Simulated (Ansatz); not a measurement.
Coupled-cluster diagnostics for the cluster Li₆Al₄⁻, Ansatz.

Geometry of the doublet (PBE-D4/def2-SVPD):

```
atom    x (Å)    y (Å)    z (Å)
 Al1   1.6682   0.8802  -0.1631
 Al2   0.9827  -0.8352   1.7415
 Al3  -1.3510   0.3369   1.2844
 Al4  -0.3935  -0.7824  -1.1221
 Li5   1.0107   0.7074  -2.7449
 Li6   0.7119   1.8931   2.1912
 Li7   2.0380  -1.8859  -0.5830
 Li8  -2.8745   0.0046  -0.8824
 Li9  -0.6889   2.1301  -0.6348
Li10  -1.1036  -2.4489   0.9133
```

Correlated methods freeze 20 core orbitals; core or outer-core shells of Li are correlated, in sets that lack core-valence functions. The structure comes from a short search, and lower isomers may exist.

Task: Estimate the CCSD(T) correlation energy, the shares of MP2 and (T), T1 and the reference's ⟨S²⟩ for: charge -1, doublet, own geometry in def2-SVPD; and the rough time on 4 threads of Arm Neoverse V1 on a shared host.

Result: 
```
                           state      basis  correlation (eV)  MP2 share (%)  (T) share (%)     T1  ⟨S²⟩ (pure)  wall time                      remarks
charge -1, doublet, own geometry  def2-SVPD           -13.254           86.5           10.4  0.073  1.76 (0.75)    2.5 min  large T1, spin-contaminated
```
Customary marks for T1 are 0.02 (closed shells), 0.045 (open shells) and about 0.05 (3d metals). T1 exceeds 0.02 in 1 of 1 rows and 0.045 in 1; the higher it lies, the less the single-reference result can be trusted.
